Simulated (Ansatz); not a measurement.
Cost and result for the atomization energy of C₈H₁₆, SMILES `CC(C)/C=C/C(C)C` (24 atoms, 23 bonds).

Z-matrix (Å, degrees):
```
C
C 1 1.528
H 1 1.093 2 111.4
H 1 1.094 2 110.4 3 119.7
H 1 1.093 2 111.0 3 -120.4
C 2 1.499 1 109.9 3 -54.3
C 2 1.519 1 111.0 3 178.7
H 2 1.100 1 107.0 3 61.3
C 6 1.327 2 127.2 1 -122.7
H 6 1.091 2 114.8 1 56.3
H 7 1.094 2 111.0 1 62.0
H 7 1.092 2 111.7 1 -177.4
H 7 1.092 2 110.4 1 -57.3
C 9 1.497 6 125.0 2 179.0
H 9 1.090 6 119.7 2 -0.9
C 14 1.526 9 110.6 6 -117.5
C 14 1.526 9 110.7 6 119.4
H 14 1.097 9 108.0 6 0.9
H 16 1.093 14 111.0 9 179.8
H 16 1.092 14 111.2 9 59.1
H 16 1.094 14 110.7 9 -60.7
H 17 1.094 14 110.6 9 60.7
H 17 1.092 14 111.2 9 -59.1
H 17 1.093 14 111.0 9 -179.8
```

The species carries charge 0 and has multiplicity 1. All single points use the PBE0-D4/def2-TZVP geometry. It is one conformer, not always the lowest. Program: Ansatz. All runs use 4 threads of an AMD EPYC 7R13 on a shared host and a share of an NVIDIA H100 80 GB. Times are those of one run each, without the atoms' runs, and a repeat can differ threefold. Electronic energies, without spin–orbit coupling; frozen cores. CCSD(T)/CBS adds CCSD(T) − MP2 in def2-TZVPP to the MP2 limit, and its time is that of the two runs behind it. T1 = 0.009. B3LYP takes the VWN-RPA correlation (the form of Gaussian; ORCA's B3LYP/G).

CCSD(T)/CBS is a level of theory with its own doubt, some kJ/mol a heavy atom from the limit and from the frozen cores, so smaller differences don't rank the functionals.

```csv
level,functions,wall time,atomization (kJ/mol),difference from CCSD(T)/CBS,per bond
PBE0-D4/def2-TZVPP,472,5.5 s,9857.3,84.0,3.7
PBE-D4/def2-TZVPP (with forces),472,5.5 s,9962.8,189.5,8.2
B2PLYP/def2-TZVPP,472,6.5 s,9689.4,-83.9,-3.6
r2SCAN-D4/def2-TZVPP (with forces),472,7 s,9800.3,27.0,1.2
B3LYP-D4/def2-TZVPP (with forces),472,7.5 s,9788.3,15.0,0.7
ωB97M-V/def2-TZVPP (with forces),472,10 s,9800.7,27.4,1.2
ωB97X-V/def2-TZVPP,472,11 s,9783.2,9.9,0.4
MP2/def2-QZVPP,936,11 s,9788.7,15.4,0.7
CCSD(T)/def2-TZVPP,472,54 s,9576.8,-196.5,-8.5
CCSD(T)/CBS(def2),–,65 s,9773.3,0.0,0.0
```

In def2-TZVPP, CCSD(T) changes the Hartree–Fock value by +2151.5 kJ/mol (the triples alone add +117.6 kJ/mol) and MP2 by +2248.4 kJ/mol; breaking electron pairs costs correlation energy, which Hartree–Fock lacks. From PBE to PBE0 (25 % exact exchange), in def2-TZVPP and without D4, the atomization energy moves by −97.6 kJ/mol: exact exchange takes away binding that semilocal exchange gives to molecules. The D4 term adds +80.4 kJ/mol with B3LYP and +43.4 kJ/mol with PBE0; it sums over pairs of atoms, weighted by their polarisabilities, and B3LYP, whose exchange is more repulsive, gets the larger term.
